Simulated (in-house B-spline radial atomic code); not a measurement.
# BHandHLYP excitations of Kr⁶⁺

Method: BHandHLYP. Computed with an all-electron radial atomic-structure program (B-spline basis): linear response of the closed shell [Ar] 3d10 4s2 with the functional's adiabatic kernel; scalar-relativistic (spin-free one-electron X2C), finite nucleus, no spin-orbit coupling, no double excitations, S, P, D and F terms only; shells from n = 2 respond. Only terms of natural parity with L up to 3 were computed.

Command:
```bash
python run_td.py task.json out
```
Settings (radii: box in bohr, nucleus in fm):
```
Z                        36
electrons                30
configuration            [Ar] 3d10 4s2
hamiltonian              x2c
method                   bhandhlyp
box_radius               14.35
rms_radius               4.1884
intervals                70
```

Run time, properties included: 0.8 s on 1 thread of AMD EPYC 9R14 (Zen 4) (shared host).

The lowest states, in the order of their Tamm-Dancoff energies; the method's threshold (minus the highest occupied level) is 105.40 eV. Labels give the largest channel, * marks a mixed state, and oscillator strengths are full-response dipole values. Semilocal kernels can invert the small singlet-triplet splittings of Rydberg terms. Energies in eV:

```
     state  full response  Tamm-Dancoff  oscillator strength
4s → 4p 3P         14.692        14.974                    -
4s → 4p 1P         21.296        21.964                 1.56
4s → 4d 3D          42.28         42.31                    -
4s → 4d 1D          44.87         44.91                    -
4s → 5s 3S              ?             ?                    -
4s → 5s 1S          54.99         55.04                    -
4s → 5p 3P          60.33         60.33                    -
4s → 5p 1P          61.10         61.15               0.0892
4s → 4f 3F          63.92         63.93                    -
4s → 4f 1F              ?             ?                    -
```

(1) Where does 4s → 4f 1F lie?

(2) Where does 4s → 5s 3S lie?

(3) How large is the singlet-triplet splitting of 4s → 4p (P terms) in Tamm-Dancoff?

(4) What polarisabilities and dispersion coefficient does the method give?

Results:

(1) At 65.08 eV in full response, 65.09 eV in Tamm-Dancoff.

(2) At 53.45 eV in full response, 53.46 eV in Tamm-Dancoff.

(3) 6.99 eV, from the unrounded values.

(4) Dipole 2.799 bohr³, quadrupole 3.042 bohr⁵, C6 5.452 hartree·bohr⁶ for two such species.
